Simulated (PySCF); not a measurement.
**Os: excitation energy**

Os [Xe] 4f14 5d6 6s2 (5D) → Os [Xe] 4f14 5d8 (3F), as a difference of total energies. All numbers are calculated (PySCF 2.14, scalar relativity through the core potential, in def2-QZVPPD with the def2 core potential (60 electrons)). Correlated levels: valence: 5s2 5p6 frozen; valence and next inner shell: nothing frozen outside the core potential. The calculations carry no spin-orbit coupling.

```
                                method  excitation energy (cm⁻¹)
                                   UHF                     32089
                                   LDA                     24148
                                   PBE                     23109
                                  PBE0                     23655
                                r2SCAN                     27448
                                 B97-3                     23257
                                  BP86                     22805
                                 HSE06                     23708
                             CAM-B3LYP                     23622
                         MP2 (valence)                     24177
                     SCS-MP2 (valence)                     21513
    MP2 (valence and next inner shell)                     26898
SCS-MP2 (valence and next inner shell)                     25519
```
